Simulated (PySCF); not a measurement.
C2H9BO2Si, SMILES [SiH2](C)CB(O)O.

Geometry optimised at PBE-D3(BJ)/def2-SVP. The structure was generated by enumeration, and PubChem lists no compound with its InChIKey, so it may never have been made. Other conformers were not sampled.

Calculation: PBE-D3(BJ)/def2-SVP (PySCF).

Frequencies are harmonic and unscaled.

```csv
mode,ν (cm⁻¹),IR (km/mol),moving atoms (share of kinetic energy)
1,27,0.5,"O 61 %, H 19 %, C 17 %"
2,75,2.4,"H 36 %, C 35 %, O 21 %"
3,121,2.0,"O 34 %, C 23 %, H 22 %, Si 17 %"
4,162,0.8,H 89 %
5,214,0.8,"Si 30 %, H 30 %, C 27 %, O 11 %"
6,347,7.8,"H 46 %, O 33 %, C 14 %"
7,435,1.2,"H 40 %, O 37 %, C 15 %"
8,466,5.6,"H 81 %, O 16 %"
9,471,9.4,"H 69 %, O 14 %"
10,542,103.2,"H 77 %, O 8 %"
11,570,31.9,"H 61 %, B 31 %"
12,585,15.1,"H 58 %, B 13 %, C 12 %, Si 9 %"
13,627,4.8,"H 64 %, C 20 %"
14,669,2.6,"C 43 %, H 31 %, Si 17 %"
15,746,49.1,"H 35 %, C 33 %, Si 16 %, B 13 %"
16,786,49.7,"H 60 %, C 32 %"
17,797,3.9,"O 34 %, C 30 %, H 26 %, B 9 %"
18,856,28.1,"H 78 %, C 17 %"
19,868,226.6,"H 77 %, Si 12 %, C 10 %"
20,918,93.3,H 96 %
21,950,17.5,H 93 %
22,986,49.8,"H 78 %, O 15 %"
23,991,247.6,"H 73 %, O 24 %"
24,1029,28.0,"H 59 %, C 35 %"
25,1217,25.2,"H 79 %, C 21 %"
26,1303,316.1,"B 51 %, H 27 %, O 19 %"
27,1370,77.7,"H 74 %, C 12 %, B 11 %"
28,1386,7.4,H 93 %
29,1390,15.4,H 94 %
30,1431,181.5,"B 69 %, O 17 %, H 13 %"
31,2142,111.9,H 98 %
32,2143,138.7,H 96 %
33,2974,2.9,H 97 %
34,2981,2.7,H 95 %
35,3041,6.6,"H 91 %, C 9 %"
36,3069,3.7,"H 91 %, C 9 %"
37,3083,2.0,"H 91 %, C 9 %"
38,3781,77.4,H 94 %
39,3784,19.4,H 94 %
```
